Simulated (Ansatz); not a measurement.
Basis-set extrapolation for CH3F3NSi (`C[N][Si](F)(F)F`) radical (PBE0-D4/def2-TZVP geometry, frozen core, Ansatz 0.2.0). Multiplicity 2, UHF reference.

|  | def2-TZVPP | def2-QZVPP |
| --- | --- | --- |
| HF | -681.702469 | -681.731610 |
| MP2 correlation | -1.192376 | -1.299580 |
| CCSD(T) correlation | -1.257622 | not run |

Energies in hartree. Use E(X) = E(∞) + A·exp(−7.88·√X) for Hartree–Fock and E(X) = E(∞) + B·X^(−2.97) for correlation, with X = 3 and 4, and add CCSD(T) minus MP2 of the smaller set to the MP2 limit.

Task: What is the CCSD(T) energy at the basis-set limit?

Result: HF limit: -681.731610 + (-0.029141) × 0.13774 = -681.73562. MP2 limit: -1.299580 + (-0.107204) × 0.74074 = -1.37899. Higher-order term: -1.257622 − (-1.192376) = -0.06525. Total: -683.17986 hartree, 5.98 eV below CCSD(T)/def2-TZVPP.
